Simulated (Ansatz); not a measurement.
Two members of one family ((ZnO)n off), computed with Ansatz in the gas phase. Binding counts from free atoms in the multiplicity of their measured ground term, without zero-point energy. The structures are stationary points that may keep the symmetry of their start.

First: Zn6O5 (singlet, charge 0, r2SCAN-D4/def2-SVP geometry).

| atom | x (Å) | y (Å) | z (Å) |
| --- | --- | --- | --- |
| Zn1 | 0.113 | -0.176 | 3.029 |
| Zn2 | 1.704 | 0.993 | -1.797 |
| Zn3 | -2.452 | -1.170 | -0.797 |
| Zn4 | 2.153 | 0.988 | 1.218 |
| Zn5 | -0.777 | -0.165 | -2.931 |
| Zn6 | -2.120 | -1.179 | 1.485 |
| O7 | -2.304 | -0.957 | -2.558 |
| O8 | 2.698 | 1.386 | -0.404 |
| O9 | -1.455 | -0.971 | 3.123 |
| O10 | 0.764 | 0.630 | -3.240 |
| O11 | 1.675 | 0.620 | 2.871 |

| level | HOMO (eV) | LUMO (eV) | gap (eV) | binding per atom (eV) |
| --- | --- | --- | --- | --- |
| PBE-D4/def2-SVP | -5.48 | -2.43 | 3.06 | 2.83 |
| PBE0-D4/def2-SVP | -7.08 | -1.67 | 5.40 | 2.60 |

Second: Zn6O7 (with an O–O bond) (singlet, charge 0, r2SCAN-D4/def2-SVP geometry).

Cartesian coordinates in Å:
```
Zn -1.710 -1.181 0.250
Zn -0.467 0.538 -1.621
Zn 0.596 -0.071 1.667
Zn -1.571 1.454 0.632
Zn 2.120 0.544 -0.438
Zn 0.886 -1.818 -0.541
O 1.179 -0.288 -1.864
O -0.721 -2.621 -0.260
O -2.180 0.383 -0.874
O 1.108 1.792 0.653
O -0.012 2.188 -0.262
O -1.252 0.018 1.837
O 2.026 -0.939 0.820
```

Question: Estimate the same table for the second.

Answer: 
```csv
level,HOMO (eV),LUMO (eV),gap (eV),binding per atom (eV)
PBE-D4/def2-SVP,-4.92,-3.36,1.56,3.14
PBE0-D4/def2-SVP,-6.30,-2.47,3.83,2.90
```
